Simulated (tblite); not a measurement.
Isomers of C6H12NP. Method: GFN2-xTB as coded in tblite; computed harmonic values from a numerical Hessian at the method's own geometry, unscaled. The method is semi-empirical: single wavenumbers can be off by several per cent or more. Modes of hydrogen on phosphorus can be 10 to 20 % off. One conformer each.

Electronic energies: GFN2-xTB at the same geometries; isomer energies are rough at this level and their order can be wrong.

```
                SMILES  electronic energy, lowest = 0 (kcal/mol)
         C#CP(C)CN(C)C                                      47.9
             CCCPCCC#N                                      23.1
           CCCP(C)CC#N                                      19.0
         CNP1C=C(C)CC1                                       0.0
C=C[P@@]1(=N)CC[C@H]1C                                      27.7
      CC=P1(N(C)C)C=C1                                      91.9
```

Question: How do GFN2-xTB zero-point energies change the relative energies?

Answer: 
| SMILES | ZPE (kcal/mol) | of it from modes above 1550 cm⁻¹ | electronic (kcal/mol) | with ZPE, lowest = 0 (kcal/mol) | lowest mode (cm⁻¹) | rings |
| --- | --- | --- | --- | --- | --- | --- |
| CNP1C=C(C)CC1 | 105.6 | 54.2 | 0.0 | 0.0 | 23 | 1 |
| CCCP(C)CC#N | 104.1 | 54.6 | 19.0 | 17.5 | 33 | 0 |
| CCCPCCC#N | 103.9 | 53.4 | 23.1 | 21.4 | 31 | 0 |
| C=C[P@@]1(=N)CC[C@H]1C | 104.0 | 54.6 | 27.7 | 26.1 | 70 | 1 |
| C#CP(C)CN(C)C | 103.1 | 54.6 | 47.9 | 45.4 | 42 | 0 |
| CC=P1(N(C)C)C=C1 | 102.0 | 51.1 | 91.9 | 88.3 | 41 | 1 |

The zero-point energies span 3.6 kcal/mol, from `CC=P1(N(C)C)C=C1` to `CNP1C=C(C)CC1`. The order is unchanged.

Question: What do entropy and thermal enthalpy add at 298.15 K and 1 bar (rigid rotor, harmonic oscillator, one conformer each)?

Answer: 
| SMILES | point group | symmetry number | S (cal/(mol K)) | H − H(0) (kcal/mol) | ZPE + H − H(0) − TS (kcal/mol) |
| --- | --- | --- | --- | --- | --- |
| CCCP(C)CC#N | C1 | 1 | 102.7 | 7.43 | 80.9 |
| CCCPCCC#N | C1 | 1 | 103.7 | 7.23 | 80.3 |
| C=C[P@@]1(=N)CC[C@H]1C | C1 | 1 | 96.3 | 6.90 | 82.2 |
| C#CP(C)CN(C)C | C1 | 1 | 102.6 | 7.63 | 80.1 |
| CC=P1(N(C)C)C=C1 | C1 | 1 | 102.4 | 7.64 | 79.2 |

Not tabulated: `CNP1C=C(C)CC1` (lowest mode only 23 cm⁻¹).
